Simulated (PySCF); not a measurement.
PySCF job for C4H2BrCl, SMILES C#C/C(Cl)=C\Br, PBE-D3(BJ)/def2-SVP. Geometry: PBE-D3(BJ)/def2-SVP. The structure was generated by enumeration; whether it is a known compound was not checked.

```python
import numpy as np
from pyscf import gto, scf, dft, df
from pyscf.hessian import thermo

mol = gto.M(
    atom='''
    C     2.56953813    1.12744192    0.00000000
    C     1.34510741    1.06946821    0.00000000
    C    -0.07012447    1.02642388    0.00000000
    Cl   -0.88486081    2.58594663    0.00000000
    C    -0.84464270   -0.09114889    0.00000000
    Br   -0.13328608   -1.82553312    0.00000000
    H     3.64989457    1.17183159    0.00000000
    H    -1.94151805   -0.03237599    0.00000000
    ''',
    basis='def2-SVP',
    charge=0,
    spin=0,
    max_memory=1600,
    verbose=3,
)
mf = dft.RKS(mol, xc='pbe').density_fit(auxbasis='def2-universal-jkfit')
mf.disp = 'd3bj'
mf.grids.level = 3
mf.conv_tol = 1e-11
mf.max_cycle = 100
mf.kernel()

# [left out here: the lines that compute and print the analytic Hessian (its translational invariance restored by hand, since the grid's response is missing), thermochemistry and intensities]
```

It prints:

```
converged SCF energy = -3186.55612534127

WARN: DFTD3 does not support analytical Hessian, using finite difference


WARN: Mole.unit (angstrom) is changed to Bohr

Mode                                 0                   1                   2
Irrep
Freq [cm^-1]                      106.1211            175.2704            205.1365
Reduced mass [au]                   5.8387              6.8457              8.4450
Force const [Dyne/A]                0.0387              0.1239              0.2094
Char temp [K]                     152.6846            252.1750            295.1457
Normal mode                   x     y     z       x     y     z       x     y     z
       0   C                -0.04 -0.21  0.00   -0.00 -0.00 -0.01    0.10 -0.07  0.00
       1   C                -0.04 -0.05 -0.00   -0.00 -0.00  0.05    0.09  0.08 -0.00
       2   C                -0.05  0.01 -0.00   -0.00 -0.00  0.11    0.09  0.05 -0.00
       3  Cl                -0.03  0.01  0.00    0.00  0.00 -0.06   -0.08 -0.03 -0.00
       4   C                -0.04  0.00 -0.00   -0.00 -0.00  0.21    0.10  0.04  0.00
       5  Br                 0.04  0.04  0.00    0.00  0.00 -0.03   -0.02  0.00 -0.00
       6   H                -0.03 -0.33 -0.00   -0.00  0.00 -0.06    0.10 -0.18  0.00
       7   H                -0.04 -0.03  0.00   -0.00 -0.00  0.28    0.10  0.08  0.00
Mode                                 3                   4                   5
Irrep
Freq [cm^-1]                      254.7782            269.6511            477.4505
Reduced mass [au]                   3.7512             20.4431              9.5837
Force const [Dyne/A]                0.1435              0.8758              1.2872
Char temp [K]                     366.5692            387.9678            686.9450
Normal mode                   x     y     z       x     y     z       x     y     z
       0   C                 0.00 -0.00 -0.12   -0.03 -0.03 -0.00   -0.06 -0.03  0.00
       1   C                 0.00 -0.00  0.17   -0.03  0.09  0.00   -0.06  0.22  0.00
       2   C                 0.00 -0.00  0.12   -0.03  0.06  0.00   -0.03 -0.00 -0.00
       3  Cl                -0.00 -0.00 -0.02   -0.00  0.11 -0.00    0.06 -0.07  0.00
       4   C                 0.00  0.00 -0.09    0.03  0.01 -0.00    0.01 -0.02  0.00
       5  Br                -0.00  0.00  0.00    0.01 -0.07  0.00   -0.00  0.01  0.00
       6   H                 0.00 -0.00 -0.32   -0.02 -0.12 -0.00   -0.05 -0.19  0.00
       7   H                 0.00  0.00 -0.31    0.03 -0.03 -0.00    0.01 -0.02  0.00
Mode                                 6                   7                   8
Irrep
Freq [cm^-1]                      580.9314            623.7814            667.9235
Reduced mass [au]                   8.4958              1.2355              1.2912
Force const [Dyne/A]                1.6893              0.2832              0.3394
Char temp [K]                     835.8310            897.4825            960.9932
Normal mode                   x     y     z       x     y     z       x     y     z
       0   C                 0.00  0.00 -0.05   -0.00 -0.00 -0.12    0.01 -0.13 -0.00
       1   C                 0.00 -0.00  0.17   -0.00 -0.00  0.02    0.00  0.05  0.00
       2   C                 0.00  0.00 -0.21    0.00  0.00  0.04    0.00 -0.02 -0.00
       3  Cl                -0.00  0.00  0.01   -0.00  0.00 -0.00   -0.00  0.01 -0.00
       4   C                 0.00  0.00  0.06    0.00  0.00 -0.01    0.00 -0.02  0.00
       5  Br                -0.00 -0.00 -0.00    0.00 -0.00  0.00   -0.00  0.00 -0.00
       6   H                 0.00  0.00  0.01   -0.00 -0.00  0.89   -0.03  0.87  0.00
       7   H                 0.00  0.00  0.19    0.00  0.00 -0.05    0.00 -0.01 -0.00
Mode                                 9                  10                  11
Irrep
Freq [cm^-1]                      700.7217            738.6875            753.2516
Reduced mass [au]                   6.9725              7.3957              1.3070
Force const [Dyne/A]                2.0171              2.3777              0.4369
Char temp [K]                    1008.1825           1062.8069           1083.7614
Normal mode                   x     y     z       x     y     z       x     y     z
       0   C                -0.11  0.00  0.00    0.02  0.01 -0.00    0.00 -0.00 -0.00
       1   C                -0.08 -0.08 -0.00    0.01  0.03  0.00    0.00  0.00  0.02
       2   C                 0.00  0.09  0.00    0.01 -0.14 -0.00    0.00 -0.00  0.05
       3  Cl                 0.01 -0.02  0.00   -0.01  0.05  0.00   -0.00  0.00 -0.01
       4   C                 0.21 -0.01 -0.00    0.07 -0.19  0.00   -0.00 -0.00 -0.13
       5  Br                -0.01  0.01  0.00   -0.01  0.03 -0.00   -0.00  0.00  0.00
       6   H                -0.12  0.08 -0.00    0.03 -0.11 -0.00    0.00 -0.00 -0.00
       7   H                 0.21 -0.07  0.00    0.07 -0.22 -0.00   -0.00 -0.00  0.86
Mode                                12                  13                  14
Irrep
Freq [cm^-1]                     1008.2475           1219.7415           1578.8279
Reduced mass [au]                   2.6871              1.5448              9.7720
Force const [Dyne/A]                1.6094              1.3541             14.3517
Char temp [K]                    1450.6437           1754.9364           2271.5818
Normal mode                   x     y     z       x     y     z       x     y     z
       0   C                -0.10 -0.01  0.00   -0.05 -0.00  0.00    0.04  0.00 -0.00
       1   C                -0.05  0.01 -0.00   -0.02  0.01 -0.00   -0.00  0.01  0.00
       2   C                 0.15 -0.13 -0.00    0.13 -0.04 -0.00   -0.15 -0.16  0.00
       3  Cl                -0.01  0.02  0.00   -0.00  0.00  0.00    0.00  0.00 -0.00
       4   C                 0.01  0.05  0.00   -0.03  0.09  0.00    0.09  0.16 -0.00
       5  Br                 0.00 -0.00  0.00   -0.00 -0.00  0.00    0.00 -0.00 -0.00
       6   H                -0.11 -0.03 -0.00   -0.06 -0.01 -0.00    0.05 -0.01  0.00
       7   H                 0.03  0.55 -0.00   -0.06 -0.78  0.00    0.11 -0.07 -0.00
Mode                                15                  16                  17
Irrep
Freq [cm^-1]                     2148.8597           3164.0212           3405.5540
Reduced mass [au]                   6.2668              1.0932              1.1556
Force const [Dyne/A]               17.0496              6.4480              7.8966
Char temp [K]                    3091.7307           4552.3221           4899.8340
Normal mode                   x     y     z       x     y     z       x     y     z
       0   C                 0.15  0.01  0.00   -0.00 -0.00 -0.00    0.10  0.00 -0.00
       1   C                -0.22 -0.01 -0.00    0.00  0.00  0.00   -0.03 -0.00 -0.00
       2   C                 0.04  0.01 -0.00    0.00  0.01 -0.00    0.00 -0.00  0.00
       3  Cl                 0.00 -0.00  0.00    0.00 -0.00  0.00    0.00 -0.00  0.00
       4   C                -0.00 -0.00  0.00   -0.08 -0.00 -0.00    0.00  0.00  0.00
       5  Br                 0.00 -0.00  0.00    0.00 -0.00  0.00    0.00 -0.00  0.00
       6   H                 0.29  0.01 -0.00   -0.00  0.00  0.00   -0.92 -0.04  0.00
       7   H                -0.00 -0.00  0.00    0.95 -0.04  0.00   -0.00 -0.00  0.00
temperature 298.1500 [K]
pressure 101325.00 [Pa]
Rotational constants [GHz] 3.24216 0.92708 0.72093
Symmetry number 1
Zero-point energy (ZPE) 0.04119 [Eh]   108136.176 [J/mol]
                           tot       elec      trans        rot        vib
Entropy [J/mol/K]       354.030      0.000    172.457    122.947     58.626
Cv [J/mol/K]             93.225      0.000     12.472     12.472     68.281
Cp [J/mol/K]            101.539      0.000     20.786     12.472     68.281
Internal energy [J/mol]                      3718.434   3718.434 118269.526
Internal energy [Eh]   -3186.50825  -3186.55613
Enthalpy [J/mol]                             6197.391   3718.434 118269.526
Enthalpy [Eh]          -3186.50730
Gibbs free energy [J/mol]                  -45220.617 -32938.310 100790.177
Gibbs free energy [Eh] -3186.54751
mode   freq/cm-1   IR/(km/mol)
   1      106.12         0.483
   2      175.27         0.010
   3      205.14         2.548
   4      254.78         5.795
   5      269.65         0.500
   6      477.45         1.271
   7      580.93         0.535
   8      623.78        32.931
   9      667.92        20.652
  10      700.72         3.098
  11      738.69       104.582
  12      753.25        25.975
  13     1008.25        55.612
  14     1219.74         4.389
  15     1578.83         3.128
  16     2148.86        10.596
  17     3164.02        12.815
  18     3405.55        85.651
max |gradient| / (hartree/bohr): 4.679697591562151e-05
APT charges: [-0.2289 -0.1044  0.4382 -0.3247  0.1085 -0.1763  0.2199  0.0678]
```

Self-consistency was reached.

Cost: very roughly 100 core-seconds.
